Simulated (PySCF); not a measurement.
```xyz
5

Cl    -1.2011    -1.6363    -0.5999
Ge     0.0000    -0.0001     0.0000
Cl     1.8428    -0.0590    -1.0394
Cl    -1.0022     1.8107    -0.4432
Cl     0.3606    -0.1153     2.0825
```

Charge 0, multiplicity 1.

### Question
Give the Mulliken and meta-Löwdin atomic charges from CAM-B3LYP-D3(BJ)/def2-TZVP (PySCF).

### Answer

```csv
atom,Mulliken (e),meta-Löwdin (e)
Cl1,-0.20,-0.24
Ge2,0.82,0.98
Cl3,-0.20,-0.24
Cl4,-0.20,-0.24
Cl5,-0.20,-0.24
```
